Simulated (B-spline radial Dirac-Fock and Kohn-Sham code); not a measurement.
## EELS cross sections of the Nb L1 edge

System: atomic niobium, configuration 1s2 2s2 2p6 3s2 3p6 3d10 4s2 4p6 4d4 5s1. Method: the first Born approximation with generalised oscillator strengths from a Dirac-Hartree-Slater potential (longitudinal and transverse terms; continuum final states only, so no white lines or fine structure). Computed with a radial finite-basis atomic code. The edge is taken at 2698.0 eV (tabulated value).

Edge shape dσ/dE in barn per eV:

```csv
E − edge (eV),"80 kV, 100 mrad","120 kV, 10 mrad","200 kV, 50 mrad"
1,0.606,0.0636,0.354
3,0.610,0.0640,0.356
6,0.611,0.0637,0.356
10,0.608,0.0629,0.354
15,0.603,0.0617,0.350
20,0.597,0.0607,0.346
30,0.588,0.0594,0.340
40,0.582,0.0589,0.338
50,0.578,0.0584,0.335
65,0.570,0.0574,0.331
80,0.561,0.0560,0.325
100,0.547,0.0542,0.317
125,0.532,0.0523,0.309
150,0.518,0.0505,0.301
200,0.490,0.0468,0.285
250,0.463,0.0435,0.269
300,0.439,0.0405,0.255
```

For the first setting the maximum lies 6 eV above the edge. The intensity 300 eV above the edge is 72 % of the maximum.
